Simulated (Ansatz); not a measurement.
`C[S][Hf]([F])([S]C)[S]C`, relaxed with RKS PBE0-D4/def2-TZVP in Ansatz 0.2.0 from a PBE-D4/def2-SVP geometry. The force threshold is 0.005 eV/Å; the program also tests the step.

Total charge 0; spin multiplicity 1. Hf takes the def2 core potential.

Start:

```xyz
17

C    -1.040   -0.463    1.999
S     0.550   -1.396    2.026
Hf    1.961   -0.183    0.448
F     3.823   -0.355    0.875
S     1.454   -1.052   -1.775
C    -0.308   -1.579   -1.646
S     1.234    2.146    0.488
C    -0.175    2.184   -0.701
H    -1.712   -0.940    2.738
H    -1.525   -0.519    1.003
H    -0.877    0.595    2.279
H    -0.979   -0.710   -1.494
H    -0.576   -2.060   -2.606
H    -0.439   -2.305   -0.821
H    -0.497    3.239   -0.792
H    -1.034    1.590   -0.328
H     0.140    1.809   -1.693
```

```json
{"step": "1", "energy (eV)": "-39779.4300", "largest force (eV/Å)": "0.577", "largest move (Å)": "0.000"}
{"step": "2", "energy (eV)": "-39779.4915", "largest force (eV/Å)": "0.291", "largest move (Å)": "0.092"}
{"step": "3", "energy (eV)": "-39779.5032", "largest force (eV/Å)": "0.088", "largest move (Å)": "0.036"}
{"step": "4", "energy (eV)": "-39779.5040", "largest force (eV/Å)": "0.049", "largest move (Å)": "0.019"}
{"step": "5", "energy (eV)": "-39779.5043", "largest force (eV/Å)": "0.004", "largest move (Å)": "0.009"}
```

End:

```xyz
17

C    -1.037   -0.466    2.009
S     0.549   -1.367    2.053
Hf    1.920   -0.179    0.440
F     3.759   -0.350    0.862
S     1.449   -1.088   -1.761
C    -0.302   -1.588   -1.652
S     1.244    2.152    0.452
C    -0.168    2.194   -0.703
H    -1.695   -0.943    2.734
H    -1.504   -0.532    1.026
H    -0.892    0.578    2.284
H    -0.951   -0.725   -1.496
H    -0.563   -2.045   -2.606
H    -0.446   -2.313   -0.852
H    -0.492    3.232   -0.773
H    -1.001    1.598   -0.330
H     0.131    1.842   -1.689
```

It took 15 s on 4 threads of an AMD EPYC 7R13 on a shared host and a share of an NVIDIA H100 80 GB, with 1 GiB of host memory at the peak.
